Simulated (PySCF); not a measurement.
Breaking a bond: Na2 (cation, charge +1), doublet.

Levels: UKS-LDA (SVWN5) = unrestricted LDA (SVWN5)/6-31G in PySCF 2.14.0; UHF/6-31G (PySCF); NEVPT2 = SC-NEVPT2 on CASSCF(1,2)/6-31G, all electrons correlated (PySCF).

Energies are in kcal/mol, each relative to the lowest point of its own curve near equilibrium.

```csv
R / Å,UKS-LDA (SVWN5),UHF,NEVPT2
2.89,4.0,6.5,6.5
3.07,1.9,3.5,3.5
3.27,0.6,1.4,1.4
3.41,0.1,0.5,0.5
3.55,0.0,0.1,0.1
3.65,0.0,0.0,0.0
3.78,___,0.1,0.1
3.91,___,0.4,0.4
4.02,0.9,0.8,0.8
4.22,1.7,1.7,1.7
4.52,2.9,3.4,3.4
4.92,___,5.9,5.9
5.50,___,9.3,9.4
5.97,___,11.8,11.9
6.65,8.4,14.8,14.9
7.31,8.5,17.0,17.1
8.01,8.3,18.6,18.7
8.97,7.6,19.9,20.0
9.81,___,20.6,20.7
10.91,6.2,21.0,21.1
```

Problem. What belongs in the gaps?

Solution. 
- 3.78, UKS-LDA (SVWN5): 0.2
- 3.91, UKS-LDA (SVWN5): 0.6
- 4.92, UKS-LDA (SVWN5): 4.6
- 5.50, UKS-LDA (SVWN5): 6.6
- 5.97, UKS-LDA (SVWN5): 7.7
- 9.81, UKS-LDA (SVWN5): 7.0

At the longest distance UKS-LDA (SVWN5) leaves fractional charges on the fragments, a sign of delocalisation error or of the restricted form.
